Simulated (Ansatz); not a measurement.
```yaml
crystal:
  periodic: [false, false, false]
  atoms:
    - {symbol: F, position_ang: [-0.769150, -0.559931, 1.805360]}
    - {symbol: Hf, position_ang: [-0.227997, 0.089732, -0.056452]}
    - {symbol: F, position_ang: [1.691365, -0.691911, -0.289565]}
    - {symbol: F, position_ang: [-1.083541, -0.974246, -1.436919]}
    - {symbol: Cl, position_ang: [-0.083665, 2.105226, -0.458954]}
basis:
  gaussian: {orbitals: LANL2DZ}
hamiltonian: {xc: {name: PBE}, dispersion: d3bjatm}
output: {forces: true}
```

```sh
$ ansatz run in.yaml --threads 4 --pin off --events-out ev --progress --plain --max-ram 10444MiB
```

Task: How does Ansatz answer? (Estimate.)

Result: Ansatz gave: The program refused the input.
```
Error: <dir> can't be read: No such file or directory (os error 2)
```
